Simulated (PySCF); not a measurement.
F₂Re, SMILES [F][Re][F] (connectivity only; charge and spin as stated), neutral, multiplicity 6.

The structure is a stationary point at B3LYP-D3(BJ)/def2-TZVP. The multiplicity is an assumed one; other spin states were not compared. The def2 effective core potentials stand for the cores of Re; spin–orbit coupling is left out.

Computed with ωB97X/def2-TZVPD run with PySCF.

Computed frontier levels, dipole moment and polarisability:
```yaml
"α spin, highest occupied and lowest empty level": -9.45 and 0.81 eV
"β spin, highest occupied and lowest empty level": -13.30 and -2.48 eV
dipole_moment: 0.00 D
mean_static_polarisability: 38.2 bohr³ (5.65 Å³)
polarisability_principal_values: 36.0, 36.0, 42.4 bohr³
"⟨S²⟩": 8.755 (pure state 8.75)
```
